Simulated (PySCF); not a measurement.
## Working out the ionisation energy of Zr

Zr [Kr] 4d2 5s2 (3F) → Zr⁺ [Kr] 4d2 5s1 (4F). All numbers are calculated (PySCF 2.14, a scalar-relativistic core potential, in cc-pVDZ-PP with ECP28MDF). Frozen: 4s2 4p6. Energies in hartree (1 hartree = 27.21139 eV):

| part | Zr (lower) | Zr⁺ (upper) |
| --- | --- | --- |
| UHF | -46.302079 | -46.109937 |
| MP2 opposite-spin | -0.030110 | 0.000000 |
| MP2 same-spin | -0.008706 | -0.008755 |

Task: What does Hartree-Fock give?

Result: (-46.109937) − (-46.302079) = 0.192142 hartree = 5.228 eV.

Task: What do MP2 and SCS-MP2 (6/5 opposite-spin, 1/3 same-spin) give?

Result: The opposite-spin parts differ by 0.819 eV and the same-spin parts by -0.001 eV. MP2: 5.228 + (0.819) + (-0.001) = 6.046 eV. SCS-MP2: 5.228 + 1.2 × (0.819) + (-0.001)/3 = 6.210 eV.

Measured between the centres of the two terms (NIST): 6.639 eV, so MP2 (valence) is off by -0.593 eV.

A double-zeta basis recovers only part of the correlation energy.

What remains against the reference includes basis incompleteness, the frozen core and correlation beyond second order.
